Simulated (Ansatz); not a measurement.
Two structures of SiN$_{2}$H$_{6}$O$_{2}$, singlet, reached by relaxing down either side of one saddle point (PBE0-D4/def2-TZVP). Energies are electronic, without zero-point energy. Program: Ansatz 0.2.0. Basis: def2-TZVPP and def2-QZVPP. Cores are frozen in the correlated methods. Extrapolation: Hartree–Fock as exp(−7.88 √X), correlation as X^−2.97. First:

```
11
angstrom
Si -0.1434 0.0667 -0.0628
N 1.3228 0.9249 -0.0185
N -0.0077 -1.4697 0.6440
H 0.8538 -1.9844 0.6579
O -0.4808 0.0682 -1.6762
O -1.4011 0.7174 0.7792
H 1.6493 1.4166 -0.8320
H 1.7155 1.2794 0.8356
H -0.6983 -1.8244 1.2809
H -0.9951 -0.6774 -1.9864
H -1.8147 1.4827 0.3781
```

Second:

Si1  (-0.493, -0.188, 0.066)
N2  (1.318, 0.454, 0.165)
N3  (-0.182, -1.647, 0.643)
H4  (1.818, -0.418, 0.340)
O5  (-0.811, 0.142, -1.531)
O6  (-1.240, 1.063, 0.842)
H7  (1.661, 0.909, -0.674)
H8  (1.441, 1.074, 0.959)
H9  (-0.855, -2.319, 0.969)
H10  (-0.839, -0.656, -2.062)
H11  (-1.817, 1.587, 0.282)
(Å)

Task: Which bonds change from the first to the second?

Result: SiN₂H₆O₂ ([NH2][Si]([NH2])([OH])[OH]) → SiNH₃O₂ ([NH][Si]([OH])[OH]) + NH₃ (still joined by a long Si–N bond); bonds formed: N2–H4; bonds broken: N3–H4; bonds weakened to dative contacts: Si1–N2.

Task: Give the saddle point's structure and its height above each. (Judge from chemistry; the value comes from the calculation.)

Result: Computed: 52.23 kcal/mol above the first and 9.18 kcal/mol above the second (CCSD(T) at an estimated basis limit (MP2 extrapolated from triple and quadruple zeta, plus CCSD(T) − MP2 in triple zeta)).
```xyz
11
angstrom
Si -0.4686 -0.0354 0.0122
N 1.3205 0.4545 0.1622
N 0.0277 -1.4748 0.6035
H 1.2415 -0.6816 0.5621
O -0.9628 0.1847 -1.5453
O -1.3491 1.0553 0.8600
H 1.8625 0.6133 -0.6766
H 1.5511 1.1464 0.8633
H -0.4597 -2.2904 0.9274
H -0.8406 -0.5870 -2.1012
H -1.9223 1.6149 0.3324
```

No T1 diagnostic of these runs exceeds 0.013.

Labels in which every atom is bracketed show which atoms are joined, not bond orders.

For scale, one of the runs: CCSD(T)/def2-TZVPP, 250 basis functions, launched by `ansatz run in.yaml --threads 8 --pin off --events-out ev --progress --plain --max-ram 19148MiB`. The run took 120 s on 8 CPU threads of an Arm Neoverse V1 (shared host), with 5.6 GiB of host memory at its peak.
